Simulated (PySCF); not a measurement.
Job file and geometry (Å, from GFN2-xTB) of an NMR shielding run on `InChI=1S/C6H9NS2Si/c7-5-10(6-1-2-6)8-3-4-9-10/h6H,1-4H2`, GIAO PBE0/pcSseg-1 NMR shielding, non-relativistic, gas phase in PySCF; density fitting, a coarse starting grid and PySCF grid level 2 are the driver's defaults:

```
{"job": {"kind": "nmr", "xc": "PBE0", "basis": "pcSseg-1"}, "charge": 0, "multiplicity": 1}
N     -1.073068     2.322324     1.943103
C     -0.664520     1.519582     1.236134
Si     0.006426     0.216106     0.069725
C     -1.414110    -0.607913    -0.822058
C     -2.675777     0.180142    -1.050516
C     -2.664795    -0.917901    -0.045560
S      1.440995     1.126710    -1.249778
C      2.864297     0.700535    -0.192544
C      2.790922    -0.739507     0.256872
S      1.286986    -1.062028     1.241735
H     -1.153140    -1.316039    -1.599903
H     -3.202886     0.026940    -1.979875
H     -2.713857     1.197858    -0.693023
H     -2.695604    -0.652486     1.000286
H     -3.185355    -1.835254    -0.273871
H      3.755079     0.869231    -0.797405
H      2.871440     1.381574     0.658866
H      2.783333    -1.417034    -0.597410
H      3.633829    -0.983590     0.902924
```

Question: What does the program print?

Answer: 
```
coarse grid: 18032 points
cycle   1  E = -1373.7674989453  dE =  1.413e+00  |g| = 4.952e-01  |ddm| = 4.245e+00
cycle   2  E = -1373.6509333224  dE =  1.166e-01  |g| = 8.807e-01  |ddm| = 1.165e+00
cycle   3  E = -1373.8258671087  dE = -1.749e-01  |g| = 1.993e-01  |ddm| = 7.195e-01
cycle   4  E = -1373.8342637866  dE = -8.397e-03  |g| = 5.060e-02  |ddm| = 1.670e-01
cycle   5  E = -1373.8347971830  dE = -5.334e-04  |g| = 1.211e-02  |ddm| = 4.799e-02
cycle   6  E = -1373.8348350617  dE = -3.788e-05  |g| = 2.471e-03  |ddm| = 1.638e-02
cycle   7  E = -1373.8348362725  dE = -1.211e-06  |g| = 7.736e-04  |ddm| = 3.075e-03
final grid: 162008 points
cycle   8  E = -1373.8982487713  dE = -3.787e-05  |g| = 1.106e-02  |ddm| = 3.769e-02
cycle   9  E = -1373.8982227531  dE =  2.602e-05  |g| = 1.493e-02  |ddm| = 2.386e-02
cycle  10  E = -1373.8982792631  dE = -5.651e-05  |g| = 1.032e-03  |ddm| = 1.439e-02
cycle  11  E = -1373.8982794840  dE = -2.209e-07  |g| = 5.381e-04  |ddm| = 1.439e-03
cycle  12  E = -1373.8982795407  dE = -5.671e-08  |g| = 2.091e-04  |ddm| = 4.441e-04
cycle  13  E = -1373.8982795501  dE = -9.412e-09  |g| = 4.680e-05  |ddm| = 1.721e-04
cycle  14  E = -1373.8982795507  dE = -5.084e-10  |g| = 1.085e-05  |ddm| = 4.434e-05
converged SCF energy = -1373.8982795507

GIAO shielding tensors (ppm)
atom      isotropic    diamagn.    paramagn.     s11        s22        s33       span
  0 N      -92.863     338.011    -430.875   -285.710   -272.524    279.644    565.355
  1 C       63.881     264.157    -200.276    -50.940    -48.569    291.152    342.092
  2 Si     322.449     877.795    -555.346    238.809    339.547    388.991    150.182
  3 C      186.025     250.715     -64.690    159.108    170.698    228.269     69.161
  4 C      182.415     253.832     -71.417    154.897    179.274    213.076     58.179
  5 C      183.500     253.205     -69.705    156.320    179.842    214.338     58.018
  6 S      592.024    1058.196    -466.172    485.615    541.684    748.774    263.159
  7 C      144.763     252.714    -107.951    110.753    154.455    169.082     58.329
  8 C      144.902     252.030    -107.128    112.118    154.505    168.084     55.965
  9 S      597.759    1058.336    -460.577    467.440    575.717    750.120    282.680
 10 H       31.715      31.307       0.408     24.022     29.036     42.087     18.066
 11 H       30.865      29.456       1.408     24.951     25.752     41.891     16.940
 12 H       30.973      30.906       0.067     24.389     29.379     39.151     14.762
 13 H       31.130      31.017       0.113     24.706     29.426     39.259     14.553
 14 H       30.867      29.512       1.355     24.977     25.744     41.880     16.903
 15 H       28.578      28.861      -0.283     21.491     26.398     37.845     16.353
 16 H       28.805      30.098      -1.293     23.475     26.426     36.514     13.040
 17 H       28.881      30.629      -1.748     23.349     26.456     36.837     13.488
 18 H       28.557      28.868      -0.311     21.648     26.393     37.630     15.982
```

Size and cost of the density-fitted run: 236 basis functions, 98 s wall time on 1 thread of an Arm Neoverse V1, shared host.
